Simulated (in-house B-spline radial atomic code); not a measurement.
Results of a calculation; reference values are marked as such.
**S4+ at several levels of theory**

Ground configuration [Ne] 3s2. All numbers come from an all-electron radial atomic-structure program (B-spline basis), all electrons, at the radial basis limit. Mean-field, RPA, GW and linear-response runs are scalar-relativistic (one-electron X2C), no spin-orbit coupling, without Breit or QED terms, open shells spin-polarised at highest spin; the many-body runs on Dirac-Hartree-Fock orbitals are four-component, and their energies hold both.

**Ionisation energy.** The reference is 72.594 eV (NIST, measured).

| method | value (eV) | minus reference (eV) |
| --- | --- | --- |
| minus the highest LDA VWN5 level | 66.05 | -6.54 |
| LDA VWN5, difference of total energies | 72.67 | +0.08 |
| minus the highest PBE level | 65.92 | -6.68 |
| PBE, difference of total energies | 72.55 | -0.04 |
| G0W0 on PBE | 73.11 | +0.52 |
| exact exchange + RPA on PBE | 73.18 | +0.58 |
| exact exchange + RPA + SOSEX on PBE | 72.55 | -0.05 |
| minus the highest r2SCAN level | 66.15 | -6.45 |
| r2SCAN, difference of total energies | 71.76 | -0.83 |
| minus the highest PBE0 level | 67.45 | -5.15 |
| PBE0, difference of total energies | 72.35 | -0.24 |
| G0W0 on PBE0 | 73.01 | +0.42 |
| minus the highest B3LYP (VWN-RPA) level | 67.30 | -5.30 |
| B3LYP (VWN-RPA), difference of total energies | 72.69 | +0.10 |
| minus the highest CAM-B3LYP level | 69.12 | -3.47 |
| minus the highest LC-wPBE level | 70.70 | -1.89 |
| minus the highest Hartree-Fock level | 70.99 | -1.60 |
| Hartree-Fock, difference of total energies | 70.80 | -1.79 |
| G0W0 on Hartree-Fock | 72.74 | +0.15 |
| MP2, difference of total energies | 72.34 | -0.25 |
| CI + MBPT for the two outer electrons | 72.57 | -0.02 |
| Dirac-Fock + self-energy with TDHF screening (3s1/2) | 72.17 | -0.43 |

(1) Which methods come closest, and which lies farthest off?

**Static dipole polarisability and C6** of two like species, by linear response (no reference value is at hand):

| method | α (bohr³) | C6 (hartree·bohr⁶) |
| --- | --- | --- |
| LDA VWN5 | 4.063 | 7.738 |
| PBE | 4.179 | 8.088 |
| PBE0 | 4.266 | 8.35 |
| B3LYP (VWN-RPA) | 4.147 | 8.005 |
| CAM-B3LYP | 4.146 | 8.001 |
| LC-wPBE | 4.268 | 8.331 |
| TDHF | 4.461 | 8.969 |
| relativistic RPA (four-component TDHF) | 4.459 | 8.965 |

(2) What mean excitation energy do α and C6 imply in London's formula C6 = (3/4) α² ω?

Run times on one thread of shared hosts: mean field, RPA, SOSEX and G0W0 on PBE, for the atom and its ion, 3.9 s (Arm Neoverse N1); TDDFT with PBE, 0.3 s (Intel Xeon Platinum 8488C (Sapphire Rapids)); CI + MBPT, 150 s (Arm Neoverse N1); removal energies by the self-energy, 5.7 s (Arm Neoverse N1).

Answers

(1) Closest: CI + MBPT for the two outer electrons (-0.02 eV) and PBE, difference of total energies (-0.04 eV). Farthest: minus the highest PBE level (-6.68 eV). The PBE level misses by -6.7 eV while the PBE energy difference misses by -0.04 eV: the semilocal potential lacks the −1/r tail and the energy is convex in the electron number, but total energies at whole numbers are far better.

(2) LDA VWN5: ω = 0.625 hartree; relativistic RPA (four-component TDHF): ω = 0.601 hartree. A method that puts the excitations lower gives a larger α and a smaller ω.
